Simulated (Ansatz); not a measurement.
Be₂S₂⁻, relaxed as a doublet with UKS PBE0-D4/def2-TZVPD in Ansatz, starting from the GFN1-xTB geometry. Force threshold 0.02 eV/Å.

The structure comes from a short search, and lower isomers may exist.

Start:

| atom | x (Å) | y (Å) | z (Å) |
| --- | --- | --- | --- |
| Be1 | -0.726 | 0.820 | -0.098 |
| Be2 | 0.727 | -0.821 | 0.091 |
| S3 | -1.248 | -1.114 | -0.080 |
| S4 | 1.247 | 1.114 | 0.088 |

```tsv
step	energy (eV)	largest force component (eV/Å)	SCF passes
1	-22469.8884	1.183	16
2	-22469.9740	0.653	20
3	-22469.9823	0.593	19
4	-22469.9974	0.029	19
5	-22469.9975	0.009	14
```

Force components are those of the run's own axes.

End:

```xyz
4

Be   -0.6781    0.7660   -0.0882
Be    0.6781   -0.7661    0.0881
S    -1.2330   -1.1009   -0.0829
S     1.2329    1.1010    0.0830
```

By distances, no bond broke or formed. The bond that changes most is Be2–S3, from 2.00 to 1.95 Å (atoms count from 1).

No frequencies were taken in this run, so the end may be a saddle point.

Hardware: 4 threads of Arm Neoverse V2 on a shared host. Wall time 5.5 s.
